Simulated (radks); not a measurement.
The numbers below are computed, except where a source is named.
Tb38+, configuration [Ar] 3d9. Code: a radial shooting solver on a logarithmic mesh with Libxc functionals. Model: scalar-relativistic Kohn-Sham, exchange-only PBE, spin-polarised, spherical densities, point nucleus; open shells are filled with parallel spins first (spin-orbit coupling, left out, can overturn this in heavy ions).

Local quantities along the radius. ELF = 1/(1 + alpha^2) is the electron localisation function; alpha = (tau - tau_W)/tau_unif compares the Pauli kinetic energy density with that of the uniform gas (summed over spins); s = |grad rho|/(2 (3 pi^2)^(1/3) rho^(4/3)) is the reduced gradient. tau is taken from the large components.

| r (bohr) | ELF | alpha | s |
|---|---|---|---|
| 0.0007715 | 0.999 | 0.02302 | 0.9837 |
| 0.0009808 | 0.999 | 0.02322 | 0.8601 |
| 0.001247 | 0.999 | 0.02380 | 0.7637 |
| 0.001585 | 0.999 | 0.02490 | 0.6898 |
| 0.002015 | 0.999 | 0.02667 | 0.6344 |
| 0.002562 | 0.999 | 0.02940 | 0.5949 |
| 0.00323 | 0.999 | 0.03338 | 0.5698 |
| 0.004107 | 0.998 | 0.03963 | 0.5563 |
| 0.005221 | 0.998 | 0.04947 | 0.5548 |
| 0.006637 | 0.996 | 0.06559 | 0.5657 |
| 0.008437 | 0.991 | 0.09355 | 0.5896 |
| 0.01073 | 0.979 | 0.1454 | 0.6269 |
| 0.01363 | 0.942 | 0.2480 | 0.6750 |
| 0.01733 | 0.826 | 0.4589 | 0.7198 |
| 0.02204 | 0.577 | 0.8571 | 0.7186 |
| 0.02801 | 0.358 | 1.339 | 0.6015 |
| 0.03533 | 0.345 | 1.379 | 0.4032 |
| 0.04491 | 0.525 | 0.9503 | 0.2880 |
| 0.05709 | 0.716 | 0.6303 | 0.3222 |
| 0.07258 | 0.744 | 0.5872 | 0.4318 |
| 0.09226 | 0.560 | 0.8859 | 0.5248 |
| 0.1173 | 0.330 | 1.424 | 0.4320 |
| 0.1491 | 0.432 | 1.147 | 0.2431 |
| 0.1895 | 0.703 | 0.6501 | 0.2960 |
| 0.241 | 0.796 | 0.5069 | 0.5247 |
| 0.3063 | 0.722 | 0.6212 | 0.9545 |
| 0.3894 | 0.408 | 1.205 | 1.914 |
| 0.4911 | 0.068 | 3.699 | 4.450 |
| 0.6243 | 0.002 | 21.26 | 13.72 |
| 0.7936 | 0.000 | 251.9 | 59.07 |

On this mesh the ELF has minima near r = 0.032, 0.12 bohr, which separate the shells, and maxima near 0.064 (0.75), 0.24 (0.80).
